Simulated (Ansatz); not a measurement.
Input file for C2H8SSi (`[SiH3]CCS`):

```yaml
crystal:
  periodic: [false, false, false]
  atoms:
    - {symbol: Si, position_ang: [0.121521, 1.774475, 0.098807]}
    - {symbol: C, position_ang: [-0.493300, 0.005798, 0.290787]}
    - {symbol: C, position_ang: [0.525859, -1.028745, -0.152734]}
    - {symbol: S, position_ang: [0.018090, -2.752763, 0.106110]}
    - {symbol: H, position_ang: [0.450492, 2.056544, -1.325238]}
    - {symbol: H, position_ang: [-0.919043, 2.736573, 0.548880]}
    - {symbol: H, position_ang: [1.351830, 1.980021, 0.910813]}
    - {symbol: H, position_ang: [-0.766399, -0.162497, 1.337049]}
    - {symbol: H, position_ang: [-1.416626, -0.102108, -0.288460]}
    - {symbol: H, position_ang: [0.798599, -0.895612, -1.201806]}
    - {symbol: H, position_ang: [1.449321, -0.938998, 0.425683]}
    - {symbol: H, position_ang: [-1.043444, -2.727888, -0.715788]}
basis:
  gaussian: {orbitals: def2-SVP}
correlation: {method: ccsd_t}
```

```sh
$ ansatz run in.yaml --threads 4 --pin off --events-out ev --progress --plain --max-ram 10444MiB
```

Log, shortened:

```
Functional definition: HF
1033 factors; integrals over basis functions are off by at most 1.3e-3 eV
mean field evaluation 1: about -20857.5516 eV, gradient 2.4e1 eV
mean field evaluation 2: about -20857.5550 eV, gradient 2.4e1 eV
mean field evaluation 4: about -20859.5620 eV, gradient 3.2e0 eV
mean field evaluation 8: about -20859.5973 eV, gradient 1.0e-4 eV
mean field -20859.59727099 eV, -766.5760605661 hartree, gradient 1.4e-6 eV, S^2 0.000000; 0 other end points of the search recorded, 0 dependent functions left out
12 core orbitals not correlated: weight in the atoms' cores, before any rotation towards them, 1.000 or more for the frozen orbitals, at most 0.000 for the correlated occupied ones
reference -20859.59727099 eV, -766.5760605661 hartree; 13, 13 occupied and 79, 79 virtual orbitals, 1033 factors
second order -14.32826977 eV of doubles, -0.00000000 eV of singles
cycle   1  -15.55800508 eV  change    -1.2e0 eV  update   8.5e-2
cycle   2  -16.05234172 eV  change   -4.9e-1 eV  update   2.6e-2
cycle   3  -16.10077773 eV  change   -4.8e-2 eV  update   7.9e-3
cycle   4  -16.10058923 eV  change    1.9e-4 eV  update   2.3e-3
cycle   5  -16.10049057 eV  change    9.9e-5 eV  update   6.9e-4
cycle   6  -16.10030144 eV  change    1.9e-4 eV  update   2.2e-4
cycle   7  -16.10026709 eV  change    3.4e-5 eV  update   7.0e-5
cycle   8  -16.10026943 eV  change   -2.3e-6 eV  update   2.4e-5
perturbative correction -0.46047320 eV, -0.0169220780 hartree
Total energy: -20876.15801362 eV, -767.1846566324 hartree
```

It took 2.6 s on 4 threads of an Arm Neoverse V2 on a shared host, with 0.57 GiB of host memory at the peak.

The correlation energy is -16.561 eV, 2.8 % of it from (T); the T1 diagnostic reads 0.0090.
